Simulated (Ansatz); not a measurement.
Reaction: H2Se (selane, SMILES [SeH2]) → H2Se+ (parent SMILES [SeH2], doublet) + e-
Each species at its own B3LYP-D3(BJ)/def2-TZVP minimum (Ansatz, a first-principles code).

Property: adiabatic ionisation energy (electronic), in eV. UHF or UKS for unpaired electrons; spin-orbit terms are left out. Cores are frozen in correlated methods (noble-gas shells, and filled d and f shells in the p block). No relativity. CBS(X,Y): correlation extrapolated as X^-3, Hartree-Fock from the larger set (Q,5: extrapolated as (X+1)exp(-9√X)). A bracket is a step between two methods taken in the basis named. The spin of H2Se+ (parent SMILES [SeH2], doublet) was assumed, and the state is the lowest solution found for it.

CCSD(T)/CBS(cc-pVQZ,cc-pV5Z) + [CCSDT(Q) - CCSD(T)]/cc-pV5Z + [CCSDTQ - CCSDT(Q)]/cc-pVTZ (Ansatz) gives 9.89 eV.

Task: What does PBE/def2-TZVPD (Ansatz) give here, and how do the other levels compare?

Result: PBE gives 9.77 eV, 0.12 eV below it. Differences of the others: r2SCAN/def2-TZVPD (Ansatz) -0.11; wB97M-V/def2-TZVPD (Ansatz) -0.10; CCSD(T)/CBS(cc-pVQZ,cc-pV5Z) (Ansatz) 0.00 eV.
